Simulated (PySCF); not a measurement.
## Ionising NaAs

ROHF; PySCF, no relativity, basis sets Na def2-SVP, As def2-SVP. Neutral (ROHF): triplet (π ↑↑), Re = 2.776 Å, ωe = 235 cm⁻¹, De = 0.10 eV, HOMO -5.73 eV, LUMO -0.12 eV.

NaAs⁺ (UHF): quartet (σ ↑, π ↑↑), Re = 3.295 Å, ωe = 93.1 cm⁻¹, De = 0.21 eV to Na⁺ + As. The energies at the minima are -2395.71243 hartree for NaAs and -2395.53802 for NaAs⁺.

(1) Work out the adiabatic ionisation energy, without and with harmonic zero-point energies (1 hartree = 27.2114 eV, 1 eV = 8065.5 cm⁻¹), and the change of the bond length.

UHF and ROHF references stand side by side, which adds small steps between rows. Spin–orbit coupling is left out. For an ion De counts to the pair picked by the measured ionisation energies or electron affinities, which need not be the lowest pair at this level. Hartree–Fock leaves out correlation, which carries a large part of most bond energies and some tenths to 1 eV of ionisation energies. States were picked by a PBE0 search and need not be the measured ground states.

Neutral and ion stand on different kinds of reference determinant, which adds to the error of the difference.

Results:

(1) At HF: 0.17441 hartree = 4.746 eV between the minima; the zero-point term (93.1 − 235.0)/2 cm⁻¹ = -0.009 eV makes it 4.737 eV. Re changes by +51.9 pm against the neutral. The electron leaves a σ orbital, and the ion is left as a loose complex of an ion and an atom.
